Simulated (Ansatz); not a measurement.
```yaml
crystal:
  periodic: [false, false, false]
  atoms:
    - {symbol: C, position_ang: [-0.575051, -1.538081, 0.177748]}
    - {symbol: C, position_ang: [0.203847, -0.233364, 0.239581]}
    - {symbol: C, position_ang: [1.530398, -0.337926, -0.496806]}
    - {symbol: N, position_ang: [-0.590012, 0.867021, -0.279308]}
    - {symbol: B, position_ang: [-1.001592, 1.996895, 0.417968]}
    - {symbol: F, position_ang: [-1.730645, 2.941722, -0.175386]}
    - {symbol: F, position_ang: [-0.688256, 2.183630, 1.699362]}
    - {symbol: H, position_ang: [-0.813614, -1.795582, -0.859169]}
    - {symbol: H, position_ang: [-1.512002, -1.458276, 0.731746]}
    - {symbol: H, position_ang: [0.007587, -2.360589, 0.598658]}
    - {symbol: H, position_ang: [0.405264, 0.002624, 1.288005]}
    - {symbol: H, position_ang: [2.090933, 0.595577, -0.422413]}
    - {symbol: H, position_ang: [2.142643, -1.143589, -0.085402]}
    - {symbol: H, position_ang: [1.366278, -0.552701, -1.557608]}
    - {symbol: H, position_ang: [-0.857579, 0.781738, -1.247677]}
basis:
  gaussian: {orbitals: def2-TZVPP, final_grid: {core_spheres: 1, valence_spheres: 1, degree: 3}}
hamiltonian: {xc: {name: PBE}}
output: {forces: true}
```

```sh
$ ansatz run in.yaml --threads 4 --pin off --events-out ev --progress --plain --max-ram 11315MiB
```

Shortened log:

```
Functional definition: PBE
1648 factors; their error is unknown
mean field evaluation 1: about -10818.9195 eV, gradient 9.7e1 eV
mean field evaluation 2: about -10776.8872 eV, gradient 1.6e2 eV
mean field evaluation 4: about -10837.9640 eV, gradient 1.5e1 eV
mean field evaluation 16: about -11116.2277 eV, gradient 4.3e1 eV
a density is far from that of the atoms, so the factors are made again for it
3348 factors; integrals over basis functions are off by at most 1.4e-4 eV
mean field evaluation 32: about -10363.6432 eV, gradient 4.4e2 eV
mean field -11147.82409222 eV, -409.6749791227 hartree, gradient 6.1e-5 eV, S^2 0.000000; 0 other end points of the search recorded, 0 dependent functions left out
reference -11147.82423290 eV, -409.6749842923 hartree; 28, 28 occupied and 301, 301 virtual orbitals, 3348 factors
Total energy: -11147.82423290 eV, -409.6749842923 hartree
Atom 0 at    -0.575051    -1.538081     0.177748 Å, force   -21.286216    27.049505     9.460762 eV/Å
Atom 1 at     0.203847    -0.233364     0.239581 Å, force    53.545298  -144.782185   -82.533653 eV/Å
Atom 2 at     1.530398    -0.337926    -0.496806 Å, force    -4.267624    34.187637    -5.043748 eV/Å
Atom 3 at    -0.590012     0.867021    -0.279308 Å, force    13.559136    72.788090    99.834889 eV/Å
Atom 4 at    -1.001592     1.996895     0.417968 Å, force   104.633319  -108.764151   178.044955 eV/Å
Atom 5 at    -1.730645     2.941722    -0.175386 Å, force  -101.926413    96.241314  -160.280757 eV/Å
Atom 6 at    -0.688256     2.183630     1.699362 Å, force   -44.417177    -4.615907  -134.776661 eV/Å
Atom 7 at    -0.813614    -1.795582    -0.859169 Å, force    -0.903938    26.544275    13.114413 eV/Å
Atom 8 at    -1.512002    -1.458276     0.731746 Å, force    -5.702902     8.145800    -3.963013 eV/Å
Atom 9 at     0.007587    -2.360589     0.598658 Å, force    31.876847    26.507307   -15.319629 eV/Å
Atom 10 at     0.405264     0.002624     1.288005 Å, force    18.475476   -50.334519   -20.833797 eV/Å
Atom 11 at     2.090933     0.595577    -0.422413 Å, force    -5.276898     7.207848    -7.678515 eV/Å
Atom 12 at     2.142643    -1.143589    -0.085402 Å, force   -39.737765   -22.390905    14.129841 eV/Å
Atom 13 at     1.366278    -0.552701    -1.557608 Å, force   -11.915735    19.963031    16.166848 eV/Å
Atom 14 at    -0.857579     0.781738    -1.247677 Å, force    13.344592    12.252860    99.678063 eV/Å
Dipole moment:     1.383202    -1.231459     1.789910 e Å
```

What is wrong with this run?

The integration grid is far too coarse. Self-consistency was reached. The result belongs to that input, not to the molecule as meant.
